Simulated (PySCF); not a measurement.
Atomic charges against the basis set

CH₇B₂N.
Geometry (PBE0-D3(BJ)/def2-SVP, Å), atoms numbered from 1 in this order:
```
atom  x, y, z in Å
B1     2.1050   -0.1789   -0.4921
N2     0.8249    0.3143   -0.1434
B3    -0.3979   -0.4235   -0.1150
C4    -1.7669    0.2307    0.2734
H5     3.0535    0.5723   -0.4776
H6     2.2228   -1.3402   -0.7993
H7     0.7666    1.2979    0.1083
H8    -0.3342   -1.5954   -0.4144
H9    -2.4728    0.1264   -0.5694
H10   -2.2293   -0.3298    1.1040
H11   -1.7169    1.2944    0.5535
```

PBE0 throughout (PySCF), one geometry, spherical d and f functions. Isolated species at its PBE0-D3(BJ)/def2-SVP geometry (one conformer only). Atoms taken as equivalent share a column and are averaged. The first 7 of 8 kinds of atom are listed.

Mulliken charges (e):

| basis | functions | B1 | N2 | B3 | C4 | H5/H6 | H7 | H8 |
| --- | --- | --- | --- | --- | --- | --- | --- | --- |
| STO-3G | 27 | +0.194 | -0.433 | +0.288 | -0.342 | -0.051 | +0.211 | -0.051 |
| 6-31G | 50 | +0.264 | -0.745 | +0.492 | -0.738 | -0.045 | +0.329 | -0.033 |
| pcSseg-0 | 50 | +0.200 | -0.862 | +0.593 | -1.056 | +0.017 | +0.330 | +0.045 |
| 6-31G* | 70 | +0.104 | -0.532 | +0.316 | -0.717 | -0.021 | +0.338 | -0.016 |
| cc-pVDZ | 91 | -0.046 | +0.105 | -0.040 | -0.165 | -0.039 | +0.095 | -0.025 |
| def2-SVP | 91 | +0.006 | -0.033 | -0.019 | -0.174 | -0.037 | +0.143 | -0.029 |
| 6-311+G(2d,p) | 150 | +0.050 | -0.484 | +0.415 | -0.664 | -0.012 | +0.243 | -0.001 |
| aug-cc-pVDZ | 155 | -1.176 | +0.007 | -0.139 | +0.569 | +0.558 | -0.023 | +0.477 |
| def2-TZVP | 166 | -0.006 | -0.294 | +0.112 | -0.445 | +0.005 | +0.217 | +0.006 |
| IGLO-III | 210 | +0.255 | -0.554 | +0.448 | -0.537 | -0.063 | +0.214 | -0.051 |
| cc-pVTZ | 218 | -0.080 | -0.032 | +0.036 | -0.360 | -0.004 | +0.149 | -0.002 |

IAO charges (e):

```json
{"basis": "STO-3G", "functions": "27", "B1": "+0.084", "N2": "-0.397", "B3": "+0.204", "C4": "-0.534", "H5/H6": "-0.005", "H7": "+0.226", "H8": "+0.002"}
{"basis": "6-31G", "functions": "50", "B1": "+0.046", "N2": "-0.420", "B3": "+0.206", "C4": "-0.589", "H5/H6": "+0.005", "H7": "+0.267", "H8": "+0.002"}
{"basis": "pcSseg-0", "functions": "50", "B1": "+0.038", "N2": "-0.394", "B3": "+0.193", "C4": "-0.580", "H5/H6": "+0.003", "H7": "+0.262", "H8": "+0.001"}
{"basis": "6-31G*", "functions": "70", "B1": "+0.070", "N2": "-0.429", "B3": "+0.222", "C4": "-0.574", "H5/H6": "-0.003", "H7": "+0.262", "H8": "-0.005"}
{"basis": "cc-pVDZ", "functions": "91", "B1": "+0.046", "N2": "-0.412", "B3": "+0.207", "C4": "-0.572", "H5/H6": "+0.003", "H7": "+0.266", "H8": "-0.001"}
{"basis": "def2-SVP", "functions": "91", "B1": "+0.056", "N2": "-0.409", "B3": "+0.209", "C4": "-0.563", "H5/H6": "-0.002", "H7": "+0.264", "H8": "-0.005"}
{"basis": "6-311+G(2d,p)", "functions": "150", "B1": "+0.053", "N2": "-0.430", "B3": "+0.215", "C4": "-0.590", "H5/H6": "+0.002", "H7": "+0.272", "H8": "-0.001"}
{"basis": "aug-cc-pVDZ", "functions": "155", "B1": "+0.049", "N2": "-0.424", "B3": "+0.211", "C4": "-0.586", "H5/H6": "+0.003", "H7": "+0.271", "H8": "-0.001"}
{"basis": "def2-TZVP", "functions": "166", "B1": "+0.055", "N2": "-0.431", "B3": "+0.216", "C4": "-0.590", "H5/H6": "+0.002", "H7": "+0.271", "H8": "-0.001"}
{"basis": "IGLO-III", "functions": "210", "B1": "+0.053", "N2": "-0.432", "B3": "+0.216", "C4": "-0.591", "H5/H6": "+0.003", "H7": "+0.273", "H8": "-0.001"}
{"basis": "cc-pVTZ", "functions": "218", "B1": "+0.054", "N2": "-0.430", "B3": "+0.216", "C4": "-0.591", "H5/H6": "+0.002", "H7": "+0.272", "H8": "-0.001"}
```

Hirshfeld charges (e):

```tsv
basis	functions	B1	N2	B3	C4	H5/H6	H7	H8
STO-3G	27	+0.148	-0.155	+0.173	-0.111	-0.074	+0.114	-0.076
6-31G	50	+0.128	-0.185	+0.165	-0.174	-0.062	+0.130	-0.063
pcSseg-0	50	+0.135	-0.180	+0.170	-0.181	-0.066	+0.129	-0.067
6-31G*	70	+0.130	-0.187	+0.164	-0.174	-0.062	+0.132	-0.064
cc-pVDZ	91	+0.134	-0.189	+0.171	-0.188	-0.064	+0.133	-0.065
def2-SVP	91	+0.137	-0.194	+0.175	-0.193	-0.065	+0.134	-0.065
6-311+G(2d,p)	150	+0.146	-0.219	+0.180	-0.192	-0.061	+0.131	-0.059
aug-cc-pVDZ	155	+0.141	-0.215	+0.180	-0.200	-0.060	+0.131	-0.058
def2-TZVP	166	+0.142	-0.214	+0.179	-0.196	-0.061	+0.132	-0.060
IGLO-III	210	+0.142	-0.217	+0.180	-0.199	-0.060	+0.131	-0.058
cc-pVTZ	218	+0.141	-0.210	+0.179	-0.197	-0.062	+0.133	-0.061
```

ESP-fitted charges (e):

```json
{"basis": "STO-3G", "functions": "27", "B1": "+0.119", "N2": "-0.173", "B3": "+0.366", "C4": "-0.666", "H5/H6": "-0.086", "H7": "+0.178", "H8": "-0.126"}
{"basis": "6-31G", "functions": "50", "B1": "+0.239", "N2": "-0.470", "B3": "+0.500", "C4": "-0.721", "H5/H6": "-0.102", "H7": "+0.286", "H8": "-0.146"}
{"basis": "pcSseg-0", "functions": "50", "B1": "+0.263", "N2": "-0.518", "B3": "+0.595", "C4": "-0.824", "H5/H6": "-0.107", "H7": "+0.295", "H8": "-0.171"}
{"basis": "6-31G*", "functions": "70", "B1": "+0.208", "N2": "-0.438", "B3": "+0.500", "C4": "-0.741", "H5/H6": "-0.094", "H7": "+0.278", "H8": "-0.146"}
{"basis": "cc-pVDZ", "functions": "91", "B1": "+0.159", "N2": "-0.353", "B3": "+0.416", "C4": "-0.638", "H5/H6": "-0.082", "H7": "+0.251", "H8": "-0.131"}
{"basis": "def2-SVP", "functions": "91", "B1": "+0.161", "N2": "-0.341", "B3": "+0.420", "C4": "-0.659", "H5/H6": "-0.085", "H7": "+0.247", "H8": "-0.133"}
{"basis": "6-311+G(2d,p)", "functions": "150", "B1": "+0.220", "N2": "-0.497", "B3": "+0.547", "C4": "-0.786", "H5/H6": "-0.090", "H7": "+0.289", "H8": "-0.149"}
{"basis": "aug-cc-pVDZ", "functions": "155", "B1": "+0.229", "N2": "-0.487", "B3": "+0.547", "C4": "-0.763", "H5/H6": "-0.095", "H7": "+0.280", "H8": "-0.154"}
{"basis": "def2-TZVP", "functions": "166", "B1": "+0.213", "N2": "-0.472", "B3": "+0.537", "C4": "-0.777", "H5/H6": "-0.091", "H7": "+0.282", "H8": "-0.150"}
{"basis": "IGLO-III", "functions": "210", "B1": "+0.222", "N2": "-0.480", "B3": "+0.539", "C4": "-0.760", "H5/H6": "-0.092", "H7": "+0.280", "H8": "-0.151"}
{"basis": "cc-pVTZ", "functions": "218", "B1": "+0.210", "N2": "-0.450", "B3": "+0.519", "C4": "-0.747", "H5/H6": "-0.092", "H7": "+0.273", "H8": "-0.150"}
```

Some averages cover members that differ in this geometry, most widely: H5/H6, Mulliken in aug-cc-pVDZ +0.475 to +0.641 e.

Q: Which scheme is steadiest as the basis changes?

A: Largest range over the bases for any column: IAO 0.06 e, Hirshfeld 0.09 e, ESP-fitted 0.35 e, Mulliken 1.62 e. IAO charges move least and Mulliken charges most, counted in e. Without the minimal STO-3G basis the ranges are IAO 0.04, Hirshfeld 0.04, ESP-fitted 0.19, Mulliken 1.62 e.

Q: How much do the charges still move between the two largest bases, IGLO-III and cc-pVTZ?

A: At most, over all atoms: Mulliken 0.522 e, IAO 0.002 e, Hirshfeld 0.007 e, ESP-fitted 0.030 e.

Q: What do the same runs give for the total energy, the frontier levels and the dipole moment?

A: 
| basis | energy (Eh) | HOMO (eV) | LUMO (eV) | μ (D) |
| --- | --- | --- | --- | --- |
| STO-3G | -144.8518 | -7.45 | 1.78 | 1.61 |
| 6-31G | -146.6033 | -8.81 | -0.67 | 1.70 |
| pcSseg-0 | -146.3223 | -9.07 | -0.96 | 1.63 |
| 6-31G* | -146.6340 | -8.76 | -0.64 | 1.68 |
| cc-pVDZ | -146.6462 | -8.83 | -0.88 | 1.69 |
| def2-SVP | -146.5346 | -8.87 | -0.91 | 1.71 |
| 6-311+G(2d,p) | -146.6825 | -8.96 | -1.01 | 1.57 |
| aug-cc-pVDZ | -146.6536 | -8.93 | -1.03 | 1.56 |
| def2-TZVP | -146.6923 | -8.94 | -0.98 | 1.60 |
| IGLO-III | -146.6986 | -8.95 | -1.01 | 1.57 |
| cc-pVTZ | -146.6908 | -8.93 | -0.97 | 1.61 |

The dipole is fixed by the density alone, so its range of 0.15 D shows that the density itself changes with the basis, not only its division among atoms.
